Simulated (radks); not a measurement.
Question: These are the eigenvalues of the occupied orbitals of an atom or ion with whole-number occupations (eV). Calculated with a radial shooting solver on a logarithmic mesh with Libxc functionals: scalar-relativistic Kohn-Sham, PBE, spin-polarised, spherical densities, finite nucleus; Fermi nuclear charge, rms radius of each element as measured or else 0.836 A^(1/3) + 0.57 fm.

orbital  eigenvalue
1s up     -75662.73
1s down   -75662.67
2s up     -16350.66
2s down   -16344.52
2p up     -14792.38
2p down   -14787.52
3s up     -6307.071
3s down   -6300.227
3p up     -5845.364
3p down   -5838.356
3d up     -5416.424

Which element is it, and in what charge state? The configuration may be excited. Open shells, if any, are filled with parallel spins first.

Answer: Z = 75, rhenium, charge +56: Re56+ in [Ar] 3d1. The list shows which subshells hold electrons but not how many an open one holds; the 1s level, -2780.6 hartree, gives Z - s = 74.6 by -(Z - s)^2/2, which with screening and relativity narrows Z to a few neighbours, and the depths of the outer levels then fix element, charge and occupations together.
